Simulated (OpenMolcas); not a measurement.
Mn+, Tc+, Re+: d⁵ s down the group

```
Program             : OpenMolcas
Method              : CASSCF
Basis               : ANO-RCC-VQZP
Scalar Hamiltonian  : DKH2, point nucleus
Spin-orbit coupling : state interaction with AMFI integrals over the reference wave functions, term energies averaged over their components
```

Active space for each ion: 6 electrons in 6 orbitals (d s).

Computed levels in cm-1 above ⁷S₃:

```
                               Level    Mn+    Tc+    Re+
                                 ⁵S₂  12261  17549  25276
                                 ⁵G₄  33632  26769  26682
                                 ⁵G₅  33632  26825  27193
                                 ⁵G₃  33632  26704  25992
                                 ⁵G₂  33632  26648  25409
                                 ⁵G₆  33632  26857  27418
weight of ⁷S in the lowest level (%)    100    100     96
```

Mixed levels, with the weight of the term that names them: Re+ ⁵S₂ (59 %), Re+ ⁵G₂ (65 %).

Measured, with the error of the calculation in %. Measured levels: Mn+, Re+ from NIST Handbook of Basic Atomic Spectroscopic Data.

| Level | Mn+ | Re+ |
| --- | --- | --- |
| ⁵S₂ | 9473 (+29.4) | 17224 (+46.8) |
| ⁵G₄ | 27584 (+21.9) | 20463 (+30.4) |
| ⁵G₅ | 27571 (+22.0) | 20976 (+29.6) |
| ⁵G₃ | 27588 (+21.9) | 19140 (+35.8) |
| ⁵G₂ | 27589 (+21.9) | 18846 (+34.8) |
| ⁵G₆ | 27547 (+22.1) | 20782 (+31.9) |

Without spin-orbit coupling ⁵S lies 12250, 17595, 25317 cm-1 above ⁷S in that order; the difference to the level ⁵S₂, of either sign, comes from spin-orbit coupling, which also lowers the zero.

Without dynamic correlation excited terms often stand tens of per cent too high (terms of higher spin than the ground term too low), and those without a measured partner can miss by more than the paired ones. Terms from blocks run as CI alone lack orbitals of their own. No level of 3d⁶ was computed, though it lies in the active space (holds for Mn+). Configurations are named by rounded mean occupations; where the s occupation lies near a half they are strongly mixed, a name can repeat and a true partner stay unpaired (holds for Tc+). Some levels mix across a computed gap that differs much from the measured one, so their mixing is not that of the real levels (holds for Re+). Computed and measured levels are paired by configuration, term and J; levels that our copy of the source lacks, or whose pairing is in doubt (as where it misses far off the trend of its configuration), stay unpaired and out of the deviations. Only configurations of the active space appear.
